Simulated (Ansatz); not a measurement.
The cluster W₄Se₈⁻. The state is a doublet with charge -1. Geometry PBE-D4/def2-SVP.

Cartesian coordinates in Å:
```
W -1.751 -0.393 -0.655
W -0.096 1.508 -0.787
W 0.054 -0.073 1.447
W 0.927 -1.081 -0.905
Se -2.394 -0.735 1.670
Se 2.678 -2.489 -0.354
Se -0.940 -2.333 -1.943
Se -2.330 1.667 -1.899
Se 1.222 -1.414 2.924
Se 1.592 2.000 1.235
Se 1.761 0.792 -2.284
Se -0.721 2.551 1.551
```

In the def2 sets W takes a core potential; there is no spin–orbit coupling. Single mean-field runs in def2-TZVP are fitted with def2-universal-jkfit. The structure comes from a short search, and lower isomers may exist.

Question: Estimate the α-spin orbital energies around the gap (eV) in Ansatz with PBE-D4/def2-SVP, PBE-D4/def2-TZVP, BLYP-D4/def2-TZVP, r2SCAN-D4/def2-TZVP, PBE0-D4/def2-SVP.

Answer: 
```json
{"orbital": "HOMO−9", "PBE-D4/def2-SVP": "-3.44", "PBE-D4/def2-TZVP": "-3.45", "BLYP-D4/def2-TZVP": "-3.24", "r2SCAN-D4/def2-TZVP": "-3.74", "PBE0-D4/def2-SVP": "-4.56"}
{"orbital": "HOMO−8", "PBE-D4/def2-SVP": "-3.33", "PBE-D4/def2-TZVP": "-3.36", "BLYP-D4/def2-TZVP": "-3.14", "r2SCAN-D4/def2-TZVP": "-3.65", "PBE0-D4/def2-SVP": "-4.43"}
{"orbital": "HOMO−7", "PBE-D4/def2-SVP": "-2.98", "PBE-D4/def2-TZVP": "-2.98", "BLYP-D4/def2-TZVP": "-2.78", "r2SCAN-D4/def2-TZVP": "-3.31", "PBE0-D4/def2-SVP": "-4.18"}
{"orbital": "HOMO−6", "PBE-D4/def2-SVP": "-2.78", "PBE-D4/def2-TZVP": "-2.82", "BLYP-D4/def2-TZVP": "-2.61", "r2SCAN-D4/def2-TZVP": "-3.11", "PBE0-D4/def2-SVP": "-3.84"}
{"orbital": "HOMO−5", "PBE-D4/def2-SVP": "-2.63", "PBE-D4/def2-TZVP": "-2.66", "BLYP-D4/def2-TZVP": "-2.45", "r2SCAN-D4/def2-TZVP": "-2.95", "PBE0-D4/def2-SVP": "-3.72"}
{"orbital": "HOMO−4", "PBE-D4/def2-SVP": "-2.53", "PBE-D4/def2-TZVP": "-2.54", "BLYP-D4/def2-TZVP": "-2.34", "r2SCAN-D4/def2-TZVP": "-2.86", "PBE0-D4/def2-SVP": "-3.63"}
{"orbital": "HOMO−3", "PBE-D4/def2-SVP": "-2.38", "PBE-D4/def2-TZVP": "-2.38", "BLYP-D4/def2-TZVP": "-2.19", "r2SCAN-D4/def2-TZVP": "-2.64", "PBE0-D4/def2-SVP": "-3.40"}
{"orbital": "HOMO−2", "PBE-D4/def2-SVP": "-2.35", "PBE-D4/def2-TZVP": "-2.37", "BLYP-D4/def2-TZVP": "-2.18", "r2SCAN-D4/def2-TZVP": "-2.61", "PBE0-D4/def2-SVP": "-3.33"}
{"orbital": "HOMO−1", "PBE-D4/def2-SVP": "-2.01", "PBE-D4/def2-TZVP": "-2.03", "BLYP-D4/def2-TZVP": "-1.84", "r2SCAN-D4/def2-TZVP": "-2.29", "PBE0-D4/def2-SVP": "-2.99"}
{"orbital": "HOMO", "PBE-D4/def2-SVP": "-1.33", "PBE-D4/def2-TZVP": "-1.33", "BLYP-D4/def2-TZVP": "-1.14", "r2SCAN-D4/def2-TZVP": "-1.61", "PBE0-D4/def2-SVP": "-2.34"}
{"orbital": "LUMO", "PBE-D4/def2-SVP": "-0.52", "PBE-D4/def2-TZVP": "-0.54", "BLYP-D4/def2-TZVP": "-0.38", "r2SCAN-D4/def2-TZVP": "-0.58", "PBE0-D4/def2-SVP": "0.06"}
{"orbital": "LUMO+1", "PBE-D4/def2-SVP": "-0.41", "PBE-D4/def2-TZVP": "-0.44", "BLYP-D4/def2-TZVP": "-0.28", "r2SCAN-D4/def2-TZVP": "-0.46", "PBE0-D4/def2-SVP": "0.15"}
{"orbital": "LUMO+2", "PBE-D4/def2-SVP": "-0.21", "PBE-D4/def2-TZVP": "-0.24", "BLYP-D4/def2-TZVP": "-0.07", "r2SCAN-D4/def2-TZVP": "-0.26", "PBE0-D4/def2-SVP": "0.37"}
{"orbital": "LUMO+3", "PBE-D4/def2-SVP": "0.00", "PBE-D4/def2-TZVP": "-0.04", "BLYP-D4/def2-TZVP": "0.12", "r2SCAN-D4/def2-TZVP": "-0.02", "PBE0-D4/def2-SVP": "0.57"}
{"orbital": "LUMO+4", "PBE-D4/def2-SVP": "0.20", "PBE-D4/def2-TZVP": "0.16", "BLYP-D4/def2-TZVP": "0.33", "r2SCAN-D4/def2-TZVP": "0.16", "PBE0-D4/def2-SVP": "0.75"}
{"orbital": "LUMO+5", "PBE-D4/def2-SVP": "0.36", "PBE-D4/def2-TZVP": "0.32", "BLYP-D4/def2-TZVP": "0.48", "r2SCAN-D4/def2-TZVP": "0.34", "PBE0-D4/def2-SVP": "0.97"}
{"orbital": "β HOMO", "PBE-D4/def2-SVP": "-1.95", "PBE-D4/def2-TZVP": "-1.97", "BLYP-D4/def2-TZVP": "-1.79", "r2SCAN-D4/def2-TZVP": "-2.21", "PBE0-D4/def2-SVP": "-2.89"}
{"orbital": "β LUMO", "PBE-D4/def2-SVP": "-1.05", "PBE-D4/def2-TZVP": "-1.04", "BLYP-D4/def2-TZVP": "-0.88", "r2SCAN-D4/def2-TZVP": "-1.08", "PBE0-D4/def2-SVP": "-0.62"}
```
